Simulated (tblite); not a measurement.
Species: C3H5F3Si.
Geometry (GFN2-xTB, Å), atoms numbered from 1 in this order:
```xyz
12
C3H5F3Si angstrom
F      1.9097   -0.8581   -1.5622
C      1.9521   -0.4327   -0.2979
F      3.0735   -0.8304    0.2949
C      0.9828    0.2919    0.2474
F      1.1247    0.6749    1.5348
C     -0.2847    0.6900   -0.3976
Si    -1.7696   -0.2888    0.3417
H     -0.4417    1.7555   -0.2276
H     -0.2083    0.5219   -1.4694
H     -1.5296   -1.7113    0.1070
H     -1.8483    0.0070    1.7694
H     -2.9593    0.1794   -0.3665
```

Method: GFN2-xTB as coded in tblite; computed harmonic values from a numerical Hessian at the method's own geometry, unscaled. The method is semi-empirical: single wavenumbers can be off by several per cent or more. Modes of hydrogen on silicon can be 10 to 20 % off. One conformer, not necessarily the lowest.

Harmonic wavenumbers (cm⁻¹): 41.1, 104.1, 109.4, 184.8, 195.5, 321.5, 396.1, 443.8, 467.3, 486.8, 509.9, 571.7, 709.3, 753.0, 771.3, 773.8, 779.8, 799.4, 1024.5, 1152.3, 1191.4, 1207.1, 1234.9, 1439.0, 1783.3, 2291.9, 2295.8, 2308.8, 2988.4, 3026.7.

A = 3533, B = 1236, C = 1026 MHz; mass 126.011 u (most abundant isotopes); point group C1, symmetry number 1.

Problem. What is the zero-point energy?

Solution. Half the sum of the wavenumbers: 15181 cm⁻¹ = 181.61 kJ/mol.

Problem. Entropy at 400 K, 1 bar (ideal gas, RRHO, classical rotation)?

Solution. Translation 175.28, rotation 123.59, vibration 133.13: S = 432.0 J/(mol K).

Problem. And Cp and H(400 K) − H(0)?

Solution. Cp = 161.94 J/(mol K), of which vibrations give 128.69 (their classical limit is 30 R = 249.4); H(400 K) − H(0) = 40.78 kJ/mol without the zero-point energy, 27.47 from vibrations.

Problem. What must be added to the electronic energy to get the Gibbs energy at 400 K and 1 bar?

Solution. ZPE + [H(400 K) − H(0)] − T·S = 181.61 + 40.78 − 172.80 = 49.59 kJ/mol.

Problem. Blend soft modes into free rotors: weight 1/[1 + (100 cm⁻¹/ν̃)⁴] for the oscillator and the rest for a rotor with moment μB/(μ + B), μ = h/(8π²ν), B = 10⁻⁴⁴ kg m². What vibrational entropy results?

Solution. 122.85 J/(mol K) in place of 133.13, which changes −T·S at 400 K by +4.11 kJ/mol.

Hindered rotation and anharmonicity are outside this model. Other conformers, if any are populated, would add a mixing term that is left out. The structure is chiral; the term R ln 2 for an equal mix with its mirror image is left out.
